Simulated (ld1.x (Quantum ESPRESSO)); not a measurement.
## zirconium: RRKJ pseudisation with LDA (PZ), scalar-relativistic reference atom.

- Element: Zr (Z = 40)
- Generator: ld1.x (Quantum ESPRESSO) 7.5
- Type: norm-conserving RRKJ (Kleinman–Bylander form)
- Functional: LDA (PZ)
- Relativity: scalar-relativistic
- Frozen core: [Ar] 3d10
- Valence charge: 12
- Reference configuration: 4s2 4p6 4d2 5s0 5p0 (charge +2)
- Partial waves: 4s (bound): rc 1.40 bohr; 4p (bound): rc 2.35 bohr; 4d (bound): rc 2.80 bohr
- Local potential: the d channel
- Core correction: Bessel-smoothed model core, default radius (core density twice the valence density)
- rho0: 0.01

All-electron outer shells of the reference configuration (LDA (PZ), scalar-relativistic, ld1.x):

| shell | level (eV) | outermost node (bohr) | outermost maximum (bohr) |
| --- | --- | --- | --- |
| 3d | -189.62 | – | 0.35 |
| 4s | -69.10 | 0.55 | 1.08 |
| 4p | -47.05 | 0.56 | 1.17 |
| 4d | -17.51 | 0.58 | 1.57 |
| 5s | -16.27 | 1.45 | 2.82 |
| 5p | -11.75 | 1.65 | 3.36 |

Results:

```json
{
 "Cutoffs needed": "70 Ry and 90 Ry (the cutoffs (Ry, on a coarse ladder) from which the occupation-weighted sum of valence levels, in a spherical-Bessel basis at the reference potential, stays within 10 and 1 mRy of its value at 400 Ry)",
 "Ghost test": "no extra level below or beside the all-electron valence levels (s, p, d, f tested) (spherical-Bessel basis up to 400 Ry, 20 bohr box)",
 "Largest excitation error": "-80 meV (all-electron minus pseudo) for 4s2 4p6 4d2 5s2 5p0, out of 7 test configurations"
}
```

Generation and tests took about 3.6 s on one core of a shared server CPU.
